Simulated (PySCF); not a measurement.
TDDFT excited states: C4H5N3OSi

Compound: C₄H₅N₃OSi.
Geometry (GFN2-xTB, Å), atoms numbered from 1 in this order:
```
atom  x, y, z in Å
N1     4.1960    0.6039    0.5562
C2     3.0856    0.3219    0.5066
C3     1.7238   -0.0259    0.3719
N4     0.8722   -0.0850    1.3305
Si5   -0.4534   -0.6179    0.2448
N6    -1.6938    0.6193    0.2792
C7    -2.6159    0.3865   -0.6621
O8    -2.4728   -0.5417   -1.4231
C9     1.0539   -0.3722   -0.9289
H10   -0.9665   -1.9440    0.5107
H11   -1.7846    1.3722    0.9413
H12   -3.4732    1.0735   -0.6979
H13    1.4801   -1.2441   -1.4182
H14    1.0480    0.4531   -1.6382
```

The calculation used TDDFT PBE0/def2-SVPD, vertical, gas phase, core orbitals frozen in the response in PySCF 2.14.0, density-fitted response routines.

| state | E (eV) | λ (nm) | f | main configurations (H = HOMO, L = LUMO) |
| --- | --- | --- | --- | --- |
| S1 | 3.60 | 344.2 | 0.0003 | H→L (98%) |
| S2 | 5.29 | 234.6 | 0.0032 | H-2→L (55%), H-1→L (27%), H-4→L (13%) |
| S3 | 5.64 | 219.8 | 0.020 | H-1→L (52%), H-2→L (31%), H-1→L+1 (11%) |
| S4 | 5.75 | 215.6 | 0.0023 | H-1→L+1 (55%), H→L+1 (20%), H-1→L (10%) |
| S5 | 5.98 | 207.4 | 0.0096 | H-4→L (42%), H-5→L (31%), H-3→L (9%) |
| S6 | 6.06 | 204.7 | 0.015 | H→L+1 (67%), H-1→L+1 (17%), H→L+2 (9%) |
| S7 | 6.30 | 196.7 | 0.101 | H-3→L (50%), H-5→L (34%) |
| S8 | 6.43 | 192.8 | 0.0057 | H→L+2 (75%) |

Triplets (Tamm–Dancoff): T1 2.98 eV, H→L (95%); T2 4.06 eV, H-3→L (80%), H-1→L (10%); T3 5.08 eV, H-2→L (43%), H-1→L (23%), H-4→L (20%).

The lowest singlet lies at 3.60 eV (344 nm, ultraviolet) and is dark (f under 0.0005); its leading configuration is HOMO→LUMO (98%). The strongest level in the table is S7 at 6.30 eV (197 nm, f = 0.101). Löwdin shares by element: HOMO nitrogen 60% or more, carbon 21% or more, silicon 10%; LUMO nitrogen 48% or more, carbon 41% or more. The listed states span 2.83 eV, and the widest gap between neighbours is 1.68 eV (S1 to S2). Orbital energies (eV): HOMO-3 -9.34, HOMO-2 -8.84, HOMO-1 -8.70, HOMO -7.79, LUMO -2.29, LUMO+1 -0.73, LUMO+2 -0.11. Of the 8 states listed, 3 reach f = 0.01 and 1 stays under 0.0005. No computed singlet lies in the visible range (380 to 750 nm); the lowest, at 344 nm, stands 0.34 eV above its violet end (3.26 eV); a Tamm–Dancoff triplet lies at 416 nm, without intensity as long as spin–orbit coupling is left out. The window holds the lowest 8 singlets.

One conformer stands for the species.
